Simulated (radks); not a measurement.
The numbers below are computed, except where a source is named.
Q: Species: Ce3+. Configuration: [Xe] 6f1 (not the ground configuration). Code: a radial shooting solver on a logarithmic mesh with Libxc functionals. Model: Dirac Kohn-Sham, PBE, spin-unpolarised, spherical densities, finite nucleus; open shells are shared between the two j in proportion to 2j + 1; Fermi nuclear charge, rms radius 4.8771 fm.

Spin-orbit splittings of the eigenvalues, e(l+1/2) - e(l-1/2), with zeta = 2 splitting/(2l+1) and mean radii in bohr:

| shell | occ. | splitting (eV) | zeta (eV) | <r> j=l-1/2 | <r> j=l+1/2 |
|---|---|---|---|---|---|
| 2p | 6 | 446.5 | 297.7 | 0.08795 | 0.09416 |
| 3p | 6 | 87.74 | 58.49 | 0.2681 | 0.2802 |
| 3d | 10 | ? | ? | 0.2514 | 0.2552 |
| 4p | 6 | 19.04 | 12.69 | 0.6534 | 0.6801 |
| 4d | 10 | 3.371 | 1.348 | 0.7316 | 0.7409 |
| 5p | 6 | 3.217 | 2.145 | 1.602 | 1.666 |
| 6f | 1 | 0.01256 | 0.003588 | 7.383 | 7.390 |

Estimate the 3d splitting.

A: 18.83 eV (zeta = 7.532 eV).
